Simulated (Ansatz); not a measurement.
B₆H₄F₂⁻, that is [closo-1,2-(F)2B6H4]2- with one electron fewer. Total charge -1; doublet. Geometry PBE-D4/def2-SVPD; atoms count from 1.

```
atom   x (Å)   y (Å)   z (Å)
  B1   0.409   0.853  -0.777
  B2   1.046  -0.709  -0.043
  B3  -0.601  -0.624  -0.867
  B4  -0.415  -0.848   0.822
  B5   0.590   0.623   0.912
  B6  -1.038   0.699   0.121
  F7   0.918   1.713  -1.726
  H8   2.038  -1.377  -0.236
  F9  -1.156  -1.333  -1.911
 H10  -0.865  -1.634   1.624
 H11   1.105   1.263   1.800
 H12  -2.033   1.372   0.282
```

**Question.** Estimate the Mulliken populations from the PBE0/def2-TZVPD orbitals of Ansatz.

**Answer.** 
```tsv
atom	charge (e)	spin (α − β)
B1	0.12	0.16
B2	-0.07	0.18
B3	0.12	0.17
B4	-0.02	0.16
B5	-0.02	0.16
B6	-0.03	0.12
F7	-0.51	0.03
H8	-0.02	0.00
F9	-0.51	0.03
H10	-0.02	0.00
H11	-0.02	0.00
H12	-0.02	0.00
```
Mulliken values depend strongly on the basis. With diffuse functions, as here, like atoms can get unlike values, and bond orders can come out too low or too high.

**Question.** Where does the spin sit?

**Answer.** Summed by element: B 0.95, F 0.07, H -0.02, of 1 unpaired in all. Largest on single atoms: B2 0.18, B3 0.17, B1 0.16.

**Question.** And the Mayer bond orders between heavy atoms (over 0.3)?

**Answer.** B1–B2 0.53 (1.84 Å); B1–B3 0.65 (1.79 Å); B1–B4 0.89 (2.48 Å); B1–B5 0.75 (1.71 Å); B1–B6 0.85 (1.71 Å); B1–F7 0.71 (1.38 Å); B2–B3 0.53 (1.84 Å); B2–B4 0.82 (1.70 Å); B2–B5 0.83 (1.70 Å); B2–B6 0.93 (2.52 Å); B3–B4 0.75 (1.71 Å); B3–B5 0.89 (2.48 Å); B3–B6 0.86 (1.71 Å); B3–F9 0.71 (1.38 Å); B4–B5 0.65 (1.78 Å); B4–B6 0.53 (1.81 Å); B5–B6 0.52 (1.81 Å).
